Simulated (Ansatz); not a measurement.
System: B2H4 (charge -1, doublet). It need not be the lowest isomer of its formula. 
Structure (B3LYP-D3(BJ)/def2-TZVP (Ansatz, an electronic-structure program) minimum search):
```xyz
6

B      0.0001     0.0136     0.8205
B     -0.0001    -0.0136    -0.8205
H      1.0156     0.0327     1.4961
H     -1.0154     0.0168     1.4965
H      1.0154    -0.0168    -1.4965
H     -1.0156    -0.0327    -1.4961
```
Charge -1, spin multiplicity 2.

Basis-set convergence of Hartree-Fock and MP2 correlation energies (hartree) with Ansatz. Cores are frozen in the correlated levels unless marked. UHF or UKS for open shells. No spin-orbit coupling. No relativistic terms. This anion needs diffuse functions, which these sets lack.

```json
[
 {"basis": "cc-pVDZ", "functions": "48", "E(HF)": "-51.63410", "E(corr, MP2)": "-0.18721"},
 {"basis": "cc-pVTZ", "functions": "116", "E(HF)": "?", "E(corr, MP2)": "?"}
]
```

### Question
Complete the blanks.

### Answer

- cc-pVTZ, E(HF): -51.65264
- cc-pVTZ, E(corr, MP2): -0.23021
